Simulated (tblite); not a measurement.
Compound: CH11O2PSi3.
Atom-mapped SMILES: `[CH3:1][O:2][Si@H:3]([O:4][SiH3:5])[SiH2:6][PH2:7]` (hydrogens: H8, H9, H10 on C1; H11 on Si3; H12, H13, H14 on Si5; H15, H16 on Si6; H17, H18 on P7)

The geometry is computed with GFN2-xTB (gas phase).

Question: What internal coordinates does the optimisation give?

Answer: 
```csv
bond,length (pm),order
C1–O2,139.9,single
O2–Si3,162.4,single
Si3–O4,162.8,single
O4–Si5,162.1,single
Si3–Si6,228.9,single
Si6–P7,225.0,single
"C1–H8, C1–H9, C1–H10",109.2,single
Si3–H11,146.4,single
"Si5–H12, Si5–H13, Si5–H14",146.2,single
Si6–H15,147.2,single
Si6–H16,147.4,single
"P7–H17, P7–H18",138.6,single
```

Bonds in one row agree within 1 pm and their mean is given. Orders are formal, as drawn. A selection of angles:
```csv
angle,degrees
O2–C1–H8,110.6
O2–C1–H9,108.1
O2–C1–H10,110.4
H8–C1–H9,109.5
C1–O2–Si3,128.5
O2–Si3–O4,111.0
O2–Si3–Si6,101.2
O2–Si3–H11,111.9
O4–Si3–Si6,111.6
O4–Si3–H11,99.5
Si6–Si3–H11,121.7
Si3–O4–Si5,151.0
O4–Si5–H12,108.4
O4–Si5–H14,103.3
H12–Si5–H13,111.1
H12–Si5–H14,113.5
Si3–Si6–P7,113.3
Si3–Si6–H15,111.9
Si3–Si6–H16,111.7
P7–Si6–H15,103.8
P7–Si6–H16,111.1
H15–Si6–H16,104.4
Si6–P7–H17,94.8
H17–P7–H18,92.4
```

Dihedral angles: C1–O2–Si3–O4 -48° (synclinal); O2–Si3–O4–Si5 -67° (synclinal); O2–Si3–Si6–P7 51° (synclinal).

Si3 (oxygen-bound silicon) is distorted tetrahedral (angles from 99.5° to 121.7°). Si5 (oxygen-bound silicon) is distorted tetrahedral (angles from 103.3° to 113.5°). Si6 (SiH2 silicon) is distorted tetrahedral (angles from 103.8° to 113.3°). P7 (three-coordinate phosphorus) is pyramidal (angles 96.3°, 94.8° and 92.4°, sum 283.5°, 0.83 Å off the plane of its three neighbours). O2 (silyl ether oxygen) is bent (angle 128.5°).

Point group: C1 (no symmetry element, even within 0.4 Å). Its lowest GFN2-xTB frequency is 14i cm⁻¹, too small to tell a flat minimum from a shallow saddle. One conformer, not necessarily the lowest (C1–O2–Si3–O4 -48°, O2–Si3–O4–Si5 -67°, O2–Si3–Si6–P7 51°, Si3–Si6–P7–H -55° and -148°). 3 starts were optimised and ended at 0.00, 0.06 and 0.12 kcal/mol (GFN2-xTB); the lowest of these is shown.

Hardware: Intel Xeon Platinum 8488C, one thread, no GPU (shared host). Cost: 2.5 s of wall time. These figures are those of the optimisation.
